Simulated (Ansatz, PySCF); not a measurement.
Species: K2 (charge +1, doublet). 
Geometry from a B3LYP-D3(BJ)/def2-TZVP (Ansatz, a first-principles code) optimisation:
```
K
K 1 5.0306
```
Charge +1, spin multiplicity 2.

Total electronic energies in hartree. Valence correlation only, unless marked. UHF or UKS for open shells. Spin-orbit coupling is left out. Frozen are the shells of the preceding noble gas and the d and f shells that filled before the atom's block. The outer core of K, Ca and their heavier congeners is not correlated, a term that matters for these elements. No relativistic terms. CBS marks a two-point X^-3 extrapolation of the correlation energy; Hartree-Fock from the larger set. [CCSD(T)-MP2]/basis is that difference in the basis named.

```tsv
level	program	energy (Eh)
HF/6-31G	Ansatz	-1198.12036
HF/def2-SVPD	Ansatz	-1198.03774
RI-HF/def2-TZVPPD	Ansatz	-1198.18883
BLYP-D4/def2-TZVPD	Ansatz + dftd4	-1199.69590
BLYP/def2-TZVPD	Ansatz	-1199.68235
BP86-D4/def2-TZVPD	PySCF + dftd4	-1199.80092
M06-L-D4/def2-TZVPD	PySCF + dftd4	-1199.66079
r2SCAN-D3(BJ)/def2-TZVPD	Ansatz + dftd3	-1199.61679
r2SCAN-D4/def2-TZVPD	Ansatz + dftd4	-1199.61658
BHLYP-D3(BJ)/def2-TZVPD	Ansatz + dftd3	-1199.72038
TPSSh-D3(BJ)/def2-TZVPD	PySCF + dftd3	-1199.72567
TPSSh-D4/def2-TZVPD	PySCF + dftd4	-1199.72662
PW6B95/def2-TZVPD	PySCF	-1200.54064
HSE06-D4/def2-TZVPD	Ansatz + dftd4	-1199.33961
CAM-B3LYP-D4/def2-TZVPD	Ansatz + dftd4	-1199.73718
wB97X/def2-TZVPD	Ansatz	…
B2PLYP-D4/def2-TZVPD	Ansatz + dftd4	…
SCS-MP2/def2-SVP	Ansatz	-1198.03753
SCS-MP2/def2-SVPD	Ansatz	-1198.03774
SCS-MP2/def2-QZVPPD	Ansatz	-1198.21159
RI-MP2/CBS(def2-TZVPP,def2-QZVPP)+[CCSD(T)-MP2]/def2-TZVPP	Ansatz	-1198.2116
RI-MP2/CBS(def2-TZVPPD,def2-QZVPPD)+[CCSD(T)-MP2]/def2-QZVPPD	Ansatz	-1198.2116
CCSD(T)/CBS(def2-TZVPPD,def2-QZVPPD)	Ansatz	-1198.2116
```

What belongs in the gaps?


- wB97X/def2-TZVPD, energy (Eh): -1199.68702
- B2PLYP-D4/def2-TZVPD, energy (Eh): -1199.29722
